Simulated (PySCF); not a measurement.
**Sr₂Se: bend–stretch map**

All numbers come from PBE0 in PySCF with Se def2-SVP, Sr def2-SVP with ECP28; scalar-relativistic core potentials, no spin–orbit coupling; density-fitted integrals.

Rigid scan from the singlet minimum (Se–Sr 2.791 Å (×2), Sr–Sr 3.660 Å; Se–Sr–Sr 49.0° (×2), Sr–Se–Sr 81.9°). Coordinate: rows scale both bonds, columns set the Sr–Se–Sr angle. Energies in kJ/mol from the minimum.

Problem. Give the energy map for rows 0.94, 0.97, 1.00, 1.03, 1.06, 1.10 and columns 90, 105, 120, 135, 150, 165, 180.

Solution. 
```
scale \ angle    90   105   120   135   150   165   180
         0.94  23.0  38.2  55.7  67.5  73.5  75.7  76.3
         0.97   7.7  25.6  42.6  52.7  57.4  58.9  59.3
         1.00   5.5  25.2  41.4  50.1  53.5  54.7  54.9
         1.03  13.3  34.1  49.1  56.5  59.2  60.0  60.2
         1.06  28.5  49.7  63.6  69.8  71.7  72.5  72.7
         1.10  57.1  78.1  90.1  95.0  96.3  96.9  97.2
```

Problem. And the size of the dipole moment (D) on the same grid?

Solution. 
| scale \ angle | 90 | 105 | 120 | 135 | 150 | 165 | 180 |
| --- | --- | --- | --- | --- | --- | --- | --- |
| 0.94 | 2.97 | 2.16 | 1.68 | 1.38 | 1.03 | 0.55 | 0.00 |
| 0.97 | 3.30 | 2.51 | 2.06 | 1.73 | 1.28 | 0.68 | 0.00 |
| 1.00 | 3.64 | 2.88 | 2.45 | 2.07 | 1.52 | 0.80 | 0.00 |
| 1.03 | 3.99 | 3.25 | 2.84 | 2.41 | 1.76 | 0.92 | 0.00 |
| 1.06 | 4.33 | 3.63 | 3.22 | 2.73 | 1.98 | 1.03 | 0.00 |
| 1.10 | 4.79 | 4.13 | 3.70 | 3.12 | 2.25 | 1.18 | 0.00 |

The bond scale of lowest energy on the grid is 1.00 at 90°, 1.00 at 105°, 1.00 at 120°, 1.00 at 135°, 1.00 at 150°, 1.00 at 165°, 1.00 at 180°.
